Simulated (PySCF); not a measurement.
# S: excitation energy

S [Ne] 3s2 3p4 (3P) → S [Ne] 3s2 3p3 4s1 (5S), as a difference of total energies. Computed with PySCF 2.14 in aug-cc-pV(Q+d)Z (7s6p5d3f2g, 89 functions), with no relativity, point nucleus. Correlated levels: valence: [Ne] frozen. The calculations carry no spin-orbit coupling.

| method | excitation energy (cm⁻¹) |
| --- | --- |
| UHF | 48090 |
| LDA | 54102 |
| PBE | 53835 |
| PBE0 | 54270 |
| r2SCAN | 55231 |
| M06 | 55598 |
| wB97M-V | 55106 |
| PW91 | 54176 |
| B3LYP | 55354 |
| MP2 (valence) | 52440 |
| SCS-MP2 (valence) | 54218 |

Errors of the correlated levels include the incompleteness of this basis and the frozen core.

The promoted electron is Rydberg-like, and one or two diffuse shells describe it only roughly, which tends to raise the upper state.

For comparison: 52428 cm⁻¹ (measured; NIST levels, between the centres of gravity of the two terms).
